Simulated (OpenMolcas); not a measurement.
# Multiplet structure of Nd3+

| Property | Result |
| --- | --- |
| Program | OpenMolcas |
| Method | CASSCF |
| Basis | ANO-RCC-VTZP [8s7p5d3f2g1h] |
| Scalar Hamiltonian | DKH2, point nucleus |
| Active space | 3 electrons in 7 orbitals (4f) |
| State averaging | 2S+1 = 4 odd, 35 roots; 2S+1 = 2 odd, 112 roots (105 in the spin-orbit step) |
| Spin-orbit coupling | state interaction with AMFI integrals over the reference wave functions, term energies averaged over their components |

With spin-orbit coupling, above the lowest level:

```tsv
Configuration	Term	J	E (eV)	Measured (eV)	Term weight %	Second
4f³	⁴I°	9/2	0.0000	0.0000	98	2 ²H°(1)
4f³	⁴I°	11/2	0.2458	0.2352	99	
4f³	⁴I°	13/2	0.5123	0.4845	100	
4f³	⁴I°	15/2	0.7936	0.7425	99	
4f³	⁴F°	3/2	1.9608	1.4504	96	4 ²D°(1)
4f³	²H°(1)	9/2	1.9771	1.5870	78	14 ²G°(1)
4f³	⁴F°	5/2	2.0942	1.5805	98	
4f³	⁴S°	3/2	2.2100	1.7101	96	4 ²P°
4f³	⁴F°	7/2	2.2200	1.7010	92	8 ²G°(1)
4f³	⁴F°	9/2	2.3636	1.8591	82	11 ²H°(1)
4f³	²H°(1)	11/2	2.3895	2.0038	97	2 ⁴G°
4f³	²G°(1)	7/2	2.7353	2.1890	84	8 ⁴G°
4f³	⁴G°	5/2	2.9730	2.1954	99	
4f³	²K°	13/2	2.9925	2.4803	99	
4f³	²G°(1)	9/2	3.0870		65	14 ⁴G°
4f³	⁴G°	7/2	3.1628	2.4228	91	8 ²G°(1)
4f³	²K°	15/2	3.2643	2.7331	97	2 ²L°
4f³	⁴G°	9/2	3.3629		85	14 ²G°(1)
4f³	²D°(1)	3/2	3.4453		48	45 ²P°
4f³	⁴G°	11/2	3.5395	2.7335	97	2 ²H°(1)
4f³	²P°	1/2	3.7161		98	2 ⁴D°
4f³	²D°(1)	5/2	3.7597	3.0169	98	
4f³	²P°	3/2	4.1115		50	47 ²D°(1)
4f³	²I°	11/2	4.6909	3.7418	91	9 ²H°(2)
4f³	²L°	15/2	4.7931	3.8480	98	2 ²K°
4f³	²I°	13/2	4.8457	3.9158	99	
4f³	⁴D°	3/2	4.8757		80	19 ²D°(2)
4f³	⁴D°	5/2	4.9184	3.6192	80	19 ²D°(2)
4f³	⁴D°	1/2	4.9539		98	2 ²P°
4f³	²L°	17/2	5.0044	4.0374	100	
4f³	⁴D°	7/2	5.2052	3.8875	99	
4f³	²H°(2)	9/2	5.3780	4.1834	99	
4f³	²D°(2)	3/2	5.5209		80	19 ⁴D°
4f³	²H°(2)	11/2	5.5347	4.3564	90	9 ²I°
4f³	²D°(2)	5/2	5.7216	4.3660	68	20 ⁴D°
4f³	²F°	5/2	6.3967	4.9059	86	13 ²D°(2)
4f³	²F°	7/2	6.6237	5.0849	98	
4f³	²G°(2)	9/2	8.0183	6.0966	99	
4f³	²G°(2)	7/2	8.1584		100
```

Against the 29 measured excited levels shown (the list in Arab et al., J. Quant. Spectrosc. Radiat. Transfer 229, 145 (2019) and Gaigalas et al. (2019), from Wyart et al. (2007)) the mean absolute deviation is 6400 cm-1; the largest miss in energy is 4f³ ²G°_9/2(2): computed 8.0183, measured 6.0966 eV (+31.5 %).

Spin-orbit coupling puts the lowest level 0.4609 eV below the lowest spin-free term.

For ⁴I° the intervals divided by the larger J are 360.5, 330.7, 302.5 cm-1. Landé's interval rule makes them equal in pure LS coupling; they differ by 18 % of their mean. The multiplet is regular.

High states are left out of the spin-orbit mixing, which shifts the levels that they would mix with. Without dynamic correlation excited terms often stand tens of per cent too high (terms of higher spin than the ground term too low), and those without a measured partner can miss by more than the paired ones. Some levels mix across a computed gap that differs much from the measured one, so their mixing is not that of the real levels. Computed and measured levels are paired by configuration, term and J; levels that our copy of the source lacks, or whose pairing is in doubt (as where it misses far off the trend of its configuration), stay unpaired and out of the deviations. Levels of configurations outside the active space are missing. The first state left out of the spin-orbit step lies near 88000 cm-1 above the lowest spin-free state of the reference (among the parities and spins computed), and the list stops at four fifths of that energy or lower.

The RASSCF and RASSI steps took 51 s on 1 thread of Arm Neoverse V1, with other jobs on the host; the integral step is not counted.

The term weight is that of the spin-free term in the level, not the purity of its configuration. A number in round brackets counts repeated terms of one configuration in the order of the reference energies. ° marks odd parity.
